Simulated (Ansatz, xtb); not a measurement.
## Two isomers of C5H3N3O

We compare X, `N#Cc1cn[nH]c1C=O`, a singlet, with Y, `N#Cc1ccn(C=O)n1`, a singlet. Both are isolated molecules in the gas phase, relaxed with PBE0-D3(BJ)/def2-SVP; the shapes shown needn't be the lowest conformers.

X (Å):

```xyz
12

C    -1.8607    0.0038    0.0707
C    -1.4476    1.3590    0.0082
C    -0.5195    2.0411    0.8332
C    -1.8791    2.3294   -0.9016
C    -2.8268    2.3040   -2.0185
N    -2.2012   -1.1037    0.1184
N    -0.3979    3.3076    0.4603
N    -1.2118    3.4536   -0.5673
O    -3.0498    3.2858   -2.6850
H     0.0507    1.6471    1.6724
H    -1.3080    4.3443   -1.0457
H    -3.3215    1.3236   -2.2062
```

Y (Å):

```csv
atom,x (Å),y (Å),z (Å)
C,-3.2072,1.5556,0.7069
C,-1.8961,1.2122,0.2567
C,-0.7084,1.9947,0.3963
C,0.2651,1.2335,-0.1913
C,0.2412,-0.9918,-1.2998
N,-4.2563,1.8672,1.0856
N,-0.3548,0.0938,-0.6301
N,-1.6617,0.0685,-0.3654
O,1.4046,-1.0240,-1.5628
H,-0.6098,2.9705,0.8638
H,1.3315,1.3791,-0.3446
H,-0.5140,-1.7722,-1.5300
```

Task: Which of the two would you expect CCSD(T)/def2-SVP + ΔMP2/def2-TZVPP electronic energies to favour?

Result: CCSD(T)/def2-SVP + ΔMP2/def2-TZVPP gives E(Y) − E(X) = −6.48 kJ/mol, slightly favouring structure Y, which is too small a margin to settle the true order.

The same difference at several levels:

| level | geometry | E(Y) − E(X) (kJ/mol) | departure from the last row (kJ/mol) | job, with rough time for the two |
| --- | --- | --- | --- | --- |
| GFN2-xTB | GFN2-xTB | −27.67 | −21.20 | optimisation, 0.51 s |
| HF/STO-3G | GFN2-xTB | −15.38 | −8.90 | single point, 2.2 s |
| r2SCAN-D4/def2-SVP | GFN2-xTB | −0.16 | +6.32 | single point, 13 s |
| PBE0-D3(BJ)/def2-SVP | PBE0-D3(BJ)/def2-SVP | −1.68 | +4.80 | optimisation, 2.5 min |
| HF/def2-SVP | PBE0-D3(BJ)/def2-SVP | −15.15 | −8.67 | part of the CCSD(T) run |
| MP2/def2-SVP | PBE0-D3(BJ)/def2-SVP | −3.55 | +2.93 | part of the CCSD(T) run |
| CCSD(T)/def2-SVP | PBE0-D3(BJ)/def2-SVP | −8.37 | −1.90 | single point |
| CCSD(T)/def2-SVP + ΔMP2/def2-TZVPP | PBE0-D3(BJ)/def2-SVP | −6.48 |  | single point, 4.7 min |

As drawn, Y has 1 C–N, 1 C–H in place of 1 C–C, 1 N–H.

r2SCAN-D4/def2-SVP, PBE0-D3(BJ)/def2-SVP find them nearly level. The largest departure from CCSD(T)/def2-SVP + ΔMP2/def2-TZVPP is that of GFN2-xTB, 21.20 kJ/mol. The last row adds to CCSD(T) the change of the MP2 difference between the two basis sets, here +1.90 kJ/mol.

With thermal terms from frequencies at re-optimised GFN2-xTB minima (ideal gas, soft modes damped towards free rotors, one conformer each, 298.15 K, 1 atm): on the last row, ΔE + ΔZPE = −7.02, ΔH = −7.33, ΔG = −6.23 kJ/mol.

The correlated steps freeze 9 core orbitals. Programs: Ansatz 0.2.0, xtb 6.7.1; the last row on 2 threads of Intel(R) Xeon(R) Processor @ 2.50GHz (Skylake/Cascade Lake) on a shared host.
